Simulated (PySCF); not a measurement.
Computed shifts of a molecule C3H6N2Si, PBE/pcSseg-1 (PySCF), GIAO, gas phase, equivalent atoms averaged, in ppm (number of nuclei): ¹³C: 213.0 (1), 179.2 (1), 30.4 (1). ¹⁵N: 438.9 (1), 318.4 (1). ²⁹Si: -22.7 (1). ¹H: 9.03 (1), 5.33 (2), 2.95 (3). References: ¹³C against TMS (σ = 182.0 ppm); ¹⁵N against NH3 (σ = 267.0 ppm); ²⁹Si against TMS (σ = 335.4 ppm); ¹H against TMS (σ = 31.49 ppm), references at their B3LYP-D3(BJ)/def2-TZVP geometries, non-relativistic. Geometry: PBE0-D3(BJ)/def2-SVP. Other conformers were not sampled.

Q: Identify the compound among the candidates.
(A) [SiH3]c1ncc[nH]1
(B) C1=NCN=C[SiH2]1
(C) CC1=NC=N[SiH2]1
(D) C#C/C=N\[SiH2]N

A: C, CC1=NC=N[SiH2]1
